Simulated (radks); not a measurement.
Spherical quantum dot in the effective-mass picture: electrons in a hard-walled sphere of radius 8.61, all in effective atomic units (hartree* = m*/eps^2 hartree, bohr* = eps/m* bohr), one dielectric constant everywhere. Calculated with a radial shooting solver with Libxc functionals: non-relativistic Kohn-Sham, LDA (Slater exchange, Perdew-Wang correlation), spin-polarised, spherical densities. Levels are named by radial order and angular momentum (1s, 1p, 1d, 2s, ...), and open shells are averaged over m.

N = 3, configuration 1s2 1p(up 1, down 0). This is the lowest configuration that the search found. Occupied and some empty levels:

level    occupation  eigenvalue (hartree*)  <r> (bohr*)
1s up             1                0.44325        5.090
1s down           1                0.45637        5.069
1p up             1                0.49154        5.513
1p down           0                0.50519        5.514
1d up             0                0.56577        5.826
1d down           0                0.57942        5.833
1f up             0                0.66171        6.069
2s up             0                0.66447        4.053
2s down           0                0.67280        4.048
1f down           0                0.67511        6.078

Energy (hartree*): total 0.722681, kinetic 0.30211, external 0, Hartree 0.77501, exchange-correlation -0.35444.

Electron density:

r (bohr*)  n(r) (e/bohr*^3)
0.431              0.001455
0.862              0.001510
1.29               0.001601
1.72               0.001724
2.15               0.001874
2.58               0.002041
3.01               0.002213
3.44               0.002370
3.87               0.002488
4.30               0.002542
4.73               0.002505
5.16               0.002360
5.59               0.002102
6.02               0.001747
6.45               0.001330
6.88              0.0009028
7.31              0.0005203
7.74              0.0002293
8.17             0.00005570
8.60              1.239e-07
